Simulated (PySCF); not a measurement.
PySCF was given this input:
```python
from pyscf import gto, scf, cc

mol = gto.M(
    atom='''
F    -1.099333   -0.189748    0.050978
B    -0.017998    0.560752   -0.017795
F     1.109332   -0.121780   -0.041092
''',
    basis='sto-3g',
    charge=0,
    spin=1,
    verbose=4,
)

mf = scf.UHF(mol)
mf.kernel()

mycc = cc.CCSD(mf, frozen=2)
mycc.kernel()
print('E(CCSD) = %.10f' % mycc.e_tot)
```

Task: What does this run give for the coupled-cluster correlation energy (without the perturbative part), number of basis functions, SCF-reference dipole moment?

Result: 
coupled-cluster correlation energy (without the perturbative part): -0.0835 Eh
number of basis functions: 15
SCF-reference dipole moment: 0.73 D

These values belong to the state on which the SCF converged, which isn't shown to be the lowest.
